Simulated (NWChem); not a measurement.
System: C₄H₇Cl; SMILES CCC(=C)Cl

Excerpt of the output:

```
             Northwest Computational Chemistry Package (NWChem) 7.3.0
             --------------------------------------------------------

 C1  symmetry detected

                             Geometry "geometry" -> ""
                             -------------------------

 Output coordinates in angstroms (scale by  1.889725989 to convert to a.u.)

  No.       Tag          Charge          X              Y              Z
 ---- ---------------- ---------- -------------- -------------- --------------
    1 C                    6.0000    -1.79227737     0.56611532    -0.23934086
    2 C                    6.0000    -0.56870861     0.16752787     0.10212548
    3 Cl                  17.0000     0.77486938     1.32433935     0.01239591
    4 C                    6.0000    -0.17418722    -1.20688748     0.57138655
    5 C                    6.0000     0.74963787    -1.95930504    -0.40025290
    6 H                    1.0000    -2.00553120     1.57487033    -0.57413470
    7 H                    1.0000    -2.62012102    -0.13519983    -0.18399338
    8 H                    1.0000    -1.09743541    -1.77886939     0.72478043
    9 H                    1.0000     0.31625779    -1.12219654     1.55003214
   10 H                    1.0000     1.68640822    -1.41554670    -0.55573947
   11 H                    1.0000     0.99356862    -2.94951579    -0.00053775
   12 H                    1.0000     0.26728563    -2.09201503    -1.37464726

 Effective nuclear repulsion energy (a.u.)     213.6321401062

                                 NWChem DFT Module
                                 -----------------

 Summary of "ao basis" -> "ao basis" (spherical)
 ------------------------------------------------------------------------------
       Tag                 Description            Shells   Functions and Types
 ---------------- ------------------------------  ------  ---------------------
 C                          def2-svp                 6       14   3s2p1d
 Cl                         def2-svp                 8       18   4s3p1d
 H                          def2-svp                 3        5   2s1p

            General Information
            -------------------
          SCF calculation type: DFT
          Wavefunction type:  closed shell.
          No. of atoms     :    12
          No. of electrons :    48
           Alpha electrons :    24
            Beta electrons :    24
          Charge           :     0
          Spin multiplicity:     1
          Use of symmetry is: off; symmetry adaption is: off
          Maximum number of iterations: 150
          AO basis - number of functions:   109
                     number of shells:    53
          Convergence on energy requested:  1.00D-06
          Convergence on density requested:  1.00D-05
          Convergence on gradient requested:  5.00D-04

              XC Information
              --------------
                      r^2SCAN Method XC Functional
               r^2SCAN metaGGA Exchange Functional  1.000
                     r^2SCAN Correlation Potential  1.000

             Grid Information
             ----------------
          Grid used for XC integration:  medium
          Radial quadrature: Mura-Knowles
          Angular quadrature: Lebedev.
          Tag              B.-S. Rad. Rad. Pts. Rad. Cut. Ang. Pts.
          ---              ---------- --------- --------- ---------
          C                   0.70       49          11.0       434
          Cl                  1.00       88          11.0       590
          H                   0.35       45          13.0       434
          Grid pruning is: on
          Number of quadrature shells:   599
          Spatial weights used:  Erf1

      Superposition of Atomic Density Guess
      -------------------------------------

 Sum of atomic energies:        -613.31771437

      Non-variational initial energy
      ------------------------------

 Total energy =    -616.224708
 1-e energy   =   -1264.197303
 2-e energy   =     434.340454
 HOMO         =      -0.290651
 LUMO         =       0.024467

     ---------------------------------------------
      Total Density - Mulliken Population Analysis
     ---------------------------------------------

    Atom       Charge   Shell Charges
 -----------   ------   -------------------------------------------------------
    1 C    6     6.27   1.99  0.97  0.26  2.07  0.97  0.02
    2 C    6     5.83   1.99  0.96  0.22  1.65  0.96  0.05
    3 Cl  17    17.22   2.00  1.99  1.22  0.71  5.94  2.12  3.22  0.02
    4 C    6     6.11   1.99  0.96  0.16  2.00  0.97  0.03
    5 C    6     6.26   1.99  0.96  0.20  2.05  1.04  0.02
    6 H    1     0.90   0.67  0.21  0.03
    7 H    1     0.90   0.66  0.21  0.03
    8 H    1     0.91   0.68  0.21  0.02
    9 H    1     0.90   0.68  0.20  0.02
   10 H    1     0.90   0.67  0.20  0.03
   11 H    1     0.89   0.67  0.20  0.03
   12 H    1     0.90   0.68  0.20  0.03

   convergence    iter        energy       DeltaE   RMS-Dens  Diis-err
 ---------------- ----- ----------------- --------- --------- ---------
 d= 0,ls=0.0,diis     1   -616.3791001514 -8.30D+02  8.66D-03  4.44D-01
 d= 0,ls=0.0,diis     2   -616.3306085893  4.85D-02  7.38D-03  7.78D-01
 d= 0,ls=0.0,diis     3   -616.4154643127 -8.49D-02  2.75D-03  1.09D-01
 d= 0,ls=0.0,diis     4   -616.4288950535 -1.34D-02  1.04D-03  1.05D-02
 d= 0,ls=0.0,diis     5   -616.4305293510 -1.63D-03  1.71D-04  4.46D-04
  Resetting Diis
 d= 0,ls=0.0,diis     6   -616.4305875393 -5.82D-05  3.22D-05  1.02D-05
 d= 0,ls=0.0,diis     7   -616.4305886856 -1.15D-06  2.31D-05  1.69D-06
 d= 0,ls=0.0,diis     8   -616.4305884373  2.48D-07  1.44D-05  3.43D-06
 d= 0,ls=0.0,diis     9   -616.4305889174 -4.80D-07  2.19D-06  5.17D-08

         Total DFT energy =     -616.430588917419
      One electron energy =    -1268.479815508548
           Coulomb energy =      490.781919341120
    Exchange-Corr. energy =      -52.364832856148
 Nuclear repulsion energy =      213.632140106158

 Numeric. integr. density =       47.999983612400

                       DFT Final Molecular Orbital Analysis
                       ------------------------------------

 Vector   22  Occ=2.000000D+00  E=-3.086753D-01
              MO Center=  3.1D-01,  2.5D-02,  8.5D-02, r^2= 3.7D+00
   Bfn.  Coefficient  Atom+Function         Bfn.  Coefficient  Atom+Function
  ----- ------------  ---------------      ----- ------------  ---------------
    41      0.392950   3 Cl pz               38      0.299627   3 Cl pz
    90     -0.211674   9 H  s                52     -0.197002   4 C  pz
    35      0.174635   3 Cl pz               20      0.165809   2 C  pz
   105     -0.149768  12 H  s                65      0.147476   5 C  py
    66      0.142085   5 C  pz               55     -0.128625   4 C  pz

 Vector   23  Occ=2.000000D+00  E=-2.756265D-01
              MO Center=  6.1D-01,  1.1D+00,  3.3D-02, r^2= 1.9D+00
   Bfn.  Coefficient  Atom+Function         Bfn.  Coefficient  Atom+Function
  ----- ------------  ---------------      ----- ------------  ---------------
    40      0.457875   3 Cl py               39     -0.380570   3 Cl px
    37      0.331540   3 Cl py               36     -0.279466   3 Cl px
    41     -0.217984   3 Cl pz               34      0.192899   3 Cl py
    33     -0.162410   3 Cl px               38     -0.158362   3 Cl pz
    51      0.136934   4 C  py                4     -0.103165   1 C  px

 Vector   24  Occ=2.000000D+00  E=-2.310718D-01
              MO Center= -6.3D-01,  6.1D-01, -5.7D-02, r^2= 2.9D+00
   Bfn.  Coefficient  Atom+Function         Bfn.  Coefficient  Atom+Function
  ----- ------------  ---------------      ----- ------------  ---------------
    41     -0.387050   3 Cl pz                6      0.367835   1 C  pz
    20      0.287694   2 C  pz                9      0.266713   1 C  pz
    38     -0.265167   3 Cl pz               23      0.173210   2 C  pz
    35     -0.153725   3 Cl pz               40     -0.114630   3 Cl py
     5      0.107128   1 C  py               63      0.104640   5 C  s

 Vector   25  Occ=0.000000D+00  E=-2.600072D-02
              MO Center= -1.0D+00,  2.7D-01, -3.4D-02, r^2= 2.7D+00
   Bfn.  Coefficient  Atom+Function         Bfn.  Coefficient  Atom+Function
  ----- ------------  ---------------      ----- ------------  ---------------
     9      0.559495   1 C  pz               23     -0.549522   2 C  pz
    20     -0.448481   2 C  pz                6      0.392585   1 C  pz
    63     -0.238138   5 C  s                22     -0.204308   2 C  py
    41      0.202650   3 Cl pz               91      0.196812   9 H  s
     8      0.182528   1 C  py              101      0.174611  11 H  s

 Vector   26  Occ=0.000000D+00  E= 1.943844D-02
              MO Center= -1.6D-01,  6.4D-01,  5.8D-02, r^2= 3.3D+00
   Bfn.  Coefficient  Atom+Function         Bfn.  Coefficient  Atom+Function
  ----- ------------  ---------------      ----- ------------  ---------------
    17      0.755960   2 C  s                39      0.620010   3 Cl px
    32     -0.599270   3 Cl s                40      0.541573   3 Cl py
    21      0.519910   2 C  px               22      0.389964   2 C  py
    18      0.357614   2 C  px               76     -0.355276   6 H  s
    81      0.340583   7 H  s                16      0.338506   2 C  s

 Vector   27  Occ=0.000000D+00  E= 7.279888D-02
              MO Center= -4.8D-01, -1.5D+00,  2.7D-01, r^2= 6.4D+00
   Bfn.  Coefficient  Atom+Function         Bfn.  Coefficient  Atom+Function
  ----- ------------  ---------------      ----- ------------  ---------------
    49      1.572181   4 C  s                63      1.046235   5 C  s
    86     -1.043682   8 H  s                91     -0.802183   9 H  s
   101     -0.677449  11 H  s               106     -0.655646  12 H  s
    81     -0.583754   7 H  s                 3      0.480443   1 C  s
    96     -0.474988  10 H  s                76     -0.413659   6 H  s

[...]
```

Level: r2SCAN/def2-SVP. Geometry: optimised at B3LYP/6-31G* (spherical d).

Task: Which NWChem input produces such a log?

Result: This is not unique; one that fits is the input that was run:
```
start job
memory heap 200 mb stack 900 mb global 1100 mb
geometry units angstroms noautoz
  C     -1.810234     0.542722    -0.210616
  C     -0.568436     0.173492     0.096302
  Cl     0.747378     1.356077    -0.050641
  C     -0.130827    -1.186458     0.569488
  C      0.777000    -1.932459    -0.421976
  H     -2.054861     1.542533    -0.550743
  H     -2.621206    -0.174476    -0.120157
  H     -1.036693    -1.775030     0.759409
  H      0.388640    -1.079198     1.530792
  H      1.696896    -1.371855    -0.614076
  H      1.053963    -2.912270    -0.018177
  H      0.266749    -2.087505    -1.378702
end
basis spherical
  C library def2-svp
  Cl library def2-svp
  H library def2-svp
end
dft
  xc r2scan
  iterations 150
  mulliken
end
task dft energy
```
